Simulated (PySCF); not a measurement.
## Correlation energy of Se (selenium, neutral)

[Ar] 3d10 4s1 4p5, high-spin 3P determinant (an excited configuration). Calculation: PySCF 2.14, in aug-cc-pVDZ-PP with ECP10MDF (5s4p3d, 32 functions); scalar relativity through the core potential. Frozen: 3s2 3p6 3d10; 6 electrons correlated.

MP2 pair energies summed by pair of shells (mhartree):

| pair | energy | share (%) |
| --- | --- | --- |
| 4p-4p | -101.39 | 91.7 |
| 4s-4p | -9.20 | 8.3 |

Total MP2 correlation energy: -110.59 mhartree.

Same-spin part -20.93 and opposite-spin part -89.66 mhartree; SCS-MP2 scales them by 1/3 and 6/5 to -114.57 mhartree.
